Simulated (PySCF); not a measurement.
C$_{2}$H$_{2}$Cl, doublet, at a GFN2-xTB geometry; R2SCAN/6-31G run with PySCF.

PySCF was given this input:
```python
from pyscf import gto, scf, dft

mol = gto.M(
    atom='''
C    -1.69798252    0.23809612    0.21380316
C    -0.49840540    0.65244527    0.26932677
Cl    0.92154321   -0.37602988   -0.20355303
H    -2.34367442   -0.56836796   -0.02296368
H    -0.14423266    1.61762752    0.58458570
''',
    basis='6-31g',
    spin=1,
    verbose=4,
)

mf = dft.UKS(mol)
mf.xc = 'r2scan'
mf.kernel()
mf.analyze()
```

What the program printed (banner, timings and long lists left out):

```
PySCF version 2.14.0

[INPUT] verbose = 4
[INPUT] num. atoms = 5
[INPUT] num. electrons = 31
[INPUT] charge = 0
[INPUT] spin (= nelec alpha-beta = 2S) = 1
[INPUT] symmetry False subgroup None
[INPUT] Mole.unit = angstrom
[INPUT] Symbol           X                Y                Z      unit          X                Y                Z       unit  Magmom
[...]
nuclear repulsion = 80.0905103835428
number of shells = 21
number of NR pGTOs = 98
number of NR cGTOs = 35
basis = 6-31g
ecp = {}

******** <class 'pyscf.dft.uks.UKS'> ********
method = UKS
initial guess = minao
damping factor = 0
level_shift factor = 0
DIIS = <class 'pyscf.scf.diis.CDIIS'>
diis_start_cycle = 1
diis_space = 8
diis_damp = 0
SCF conv_tol = 1e-09
SCF conv_tol_grad = None
SCF max_cycles = 50
direct_scf = True
direct_scf_tol = 1e-13
number electrons alpha = 16  beta = 15
XC library pyscf.dft.libxc version 7.1.2
    S. Lehtola, C. Steigemann, M. J. T. Oliveira, and M. A. L. Marques,  SoftwareX 7, 1–5 (2018)
XC functionals = r2scan
    J. W. Furness, A. D. Kaplan, J. Ning, J. P. Perdew, and J. Sun,  J. Phys. Chem. Lett. 11, 8208–8215 (2020)
    J. W. Furness, A. D. Kaplan, J. Ning, J. P. Perdew, and J. Sun,  J. Phys. Chem. Lett. 11, 9248–9248 (2020)
    J. W. Furness, A. D. Kaplan, J. Ning, J. P. Perdew, and J. Sun,  J. Phys. Chem. Lett. 11, 8208–8215 (2020)
    J. W. Furness, A. D. Kaplan, J. Ning, J. P. Perdew, and J. Sun,  J. Phys. Chem. Lett. 11, 9248–9248 (2020)
radial grids:
    Treutler-Ahlrichs [JCP 102, 346 (1995); DOI:10.1063/1.469408] (M4) radial grids

becke partition: Becke, JCP 88, 2547 (1988); DOI:10.1063/1.454033
pruning grids: <function nwchem_prune>
grids dens level: 3
symmetrized grids: False
atomic radii adjust function: <function treutler_atomic_radii_adjust>
small_rho_cutoff = 0
Set gradient conv threshold to 3.16228e-05
tot grids = 66736
init E= -537.598374970372

cycle= 1 E= -537.353951573838  delta_E= 0.244  |g|= 0.13  |ddm|= 1.66
cycle= 2 E= -537.361330785058  delta_E= -0.00738  |g|= 0.109  |ddm|= 0.432
cycle= 3 E= -537.368121624114  delta_E= -0.00679  |g|= 0.038  |ddm|= 0.182
cycle= 4 E= -537.368854776263  delta_E= -0.000733  |g|= 0.0175  |ddm|= 0.0518
cycle= 5 E= -537.369086023008  delta_E= -0.000231  |g|= 0.00832  |ddm|= 0.0318
cycle= 6 E= -537.369156618473  delta_E= -7.06e-05  |g|= 0.00379  |ddm|= 0.0163
cycle= 7 E= -537.369191674373  delta_E= -3.51e-05  |g|= 0.00119  |ddm|= 0.0137
cycle= 8 E= -537.369198321892  delta_E= -6.65e-06  |g|= 0.00022  |ddm|= 0.0075
[...]
converged SCF energy = -537.369198550167  <S^2> = 0.76593051  2S+1 = 2.0158676
Total Energy =                        -537.369198550166516
[...]
Two-electron Energy =                  279.897693083592173
Two-electron Coulomb Energy =          319.606704554750308
DFT Exchange-Correlation Energy =      -39.709011471158149
**** MO energy ****
                             alpha | beta                alpha | beta
[...]
To work with the spin densities directly, `use mulliken_meta_spin()` only printing them here.

 ** Mulliken spin pop alpha/beta on meta-lowdin orthogonal AOs **
 ** Mulliken Spin Density (per AO)  **
spin_pop of  0 C 1s       -0.00001
spin_pop of  0 C 2s        0.10361
spin_pop of  0 C 3s        0.00079
spin_pop of  0 C 2px       0.26938
spin_pop of  0 C 2py       0.45073
spin_pop of  0 C 2pz       0.16680
spin_pop of  0 C 3px       0.00034
spin_pop of  0 C 3py       0.00061
spin_pop of  0 C 3pz       0.00016
spin_pop of  1 C 1s        0.00000
spin_pop of  1 C 2s       -0.01146
spin_pop of  1 C 3s        0.00042
spin_pop of  1 C 2px      -0.02766
spin_pop of  1 C 2py      -0.03140
spin_pop of  1 C 2pz      -0.08880
spin_pop of  1 C 3px       0.00076
spin_pop of  1 C 3py       0.00022
spin_pop of  1 C 3pz       0.00003
spin_pop of  2 Cl 1s        0.00000
spin_pop of  2 Cl 2s       -0.00000
spin_pop of  2 Cl 3s        0.00174
spin_pop of  2 Cl 4s       -0.00004
spin_pop of  2 Cl 2px       0.00001
spin_pop of  2 Cl 2py       0.00000
spin_pop of  2 Cl 2pz       0.00000
spin_pop of  2 Cl 3px       0.13009
spin_pop of  2 Cl 3py       0.02215
spin_pop of  2 Cl 3pz      -0.00020
spin_pop of  2 Cl 4px       0.00017
spin_pop of  2 Cl 4py      -0.00005
spin_pop of  2 Cl 4pz      -0.00003
spin_pop of  3 H 1s       -0.02324
spin_pop of  3 H 2s        0.00028
spin_pop of  4 H 1s        0.03455
spin_pop of  4 H 2s        0.00005
 ** Mulliken Spin Density (per atom)  **
spin density of  0 C =      0.99242
spin density of  1 C =     -0.15789
spin density of  2 Cl =      0.15383
spin density of  3 H =     -0.02296
spin density of  4 H =      0.03460
 ** Mulliken pop alpha/beta on meta-lowdin orthogonal AOs **
 ** Mulliken pop       alpha | beta **
[...]
In total            16.00000 | 15.00000
 ** Mulliken atomic charges   ( Nelec_alpha | Nelec_beta ) **
charge of  0C =     -0.11308  (     3.55275      2.56033 )
charge of  1C =     -0.11504  (     2.97857      3.13646 )
charge of  2Cl =     -0.10027  (     8.62705      8.47322 )
charge of  3H =      0.16569  (     0.40567      0.42863 )
charge of  4H =      0.16270  (     0.43595      0.40135 )
Dipole moment(X, Y, Z, Debye): -1.52415,  0.58935,  0.32518
```
